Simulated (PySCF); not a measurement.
# Dipole response of Ga (gallium, neutral)

[Ar] 3d10 4s2 4p1, 2P determinant. All numbers are calculated (PySCF 2.14, a scalar-relativistic core potential, in aug-cc-pVQZ-PP with ECP10MDF (7s6p5d3f2g, 89 functions)). Coupled (time-dependent) response in atomic units; α is the mean over directions.

```json
{"method": "LC-wPBE", "mean α (bohr³)": "52.51", "α xx, yy, zz": "41.56, 74.43, 41.56", "C₆ (like pair)": "442.0", "S(−4)": "1671"}
{"method": "BLYP", "mean α (bohr³)": "66.75", "α xx, yy, zz": "48.21, 103.8, 48.21", "C₆ (like pair)": "554.9", "S(−4)": "4075"}
```

S(−4) is the Cauchy moment in α(ω) = α(0) + S(−4) ω² + …

Reference α: 50 ± 3 bohr³ (recommended; Schwerdtfeger and Nagle, table of static dipole polarizabilities (2023 update)). Published C₆: 498.0 (Chu and Dalgarno (2004); Tang, Norbeck and Certain (1976)).

Spin-orbit coupling is absent.

α(iu) at LC-wPBE:

```csv
u (hartree),α(iu) (bohr³)
0,52.51
0.0500,48.79
0.100,41.10
0.200,27.26
0.300,18.52
0.500,9.830
0.750,5.518
1.00,3.604
1.50,1.968
2.00,1.277
3.00,0.6805
5.00,0.2901
```

A single London oscillator, α(iu) = α/(1 + u²/ω²), gives C₆ = (3/4) ω α². Matching the computed C₆ needs ω = 4 × 442.0 / (3 × 52.51²) = 0.214 hartree.

The components differ because the open shell of this determinant is not spherical; for a pure term their mean is the scalar polarisability.

Energies and moments cover only the electrons outside the core potential.
